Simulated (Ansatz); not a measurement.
Reaction (ligand exchange at the Si–C bond): `O[SiH](F)CS` + `C[SiH](O)O` → `C[Si@H](O)O[Si@@H](O)F` + CH₃SH

Isolated molecules relaxed with PBE0-D4/def2-TZVP in Ansatz; ΔE leaves out vibrations. CCSD(T)/CBS is the MP2 limit (def2-TZVPP, def2-QZVPP) plus CCSD(T) − MP2 in def2-TZVPP, frozen cores. This one scheme is used for every species. DFT in def2-TZVPP. B3LYP here is the variant with VWN-RPA as its local correlation; programs differ in this. Each species was taken in one conformer, which may not be the lowest.

| level | ΔE (eV) |
| --- | --- |
| PBE-D4 | -1.31 |
| B3LYP-D4 | -1.49 |
| PBE | -1.30 |
| MP2/def2-TZVPP | -1.47 |

Task: What does CCSD(T)/CBS give? (An estimate is asked.)

Result: Ansatz gave: -1.46 eV. The listed levels differ from it by 0.15, -0.03, 0.16, -0.01 eV.

Largest T1 diagnostic among the species: 0.012.

From PBE to PBE0 (25 % exact exchange), in def2-TZVPP and without D4, ΔE moves by −0.08 eV. In def2-TZVPP, CCSD(T) changes the Hartree–Fock value by +0.20 eV (the triples alone add +0.03 eV) and MP2 by +0.20 eV.
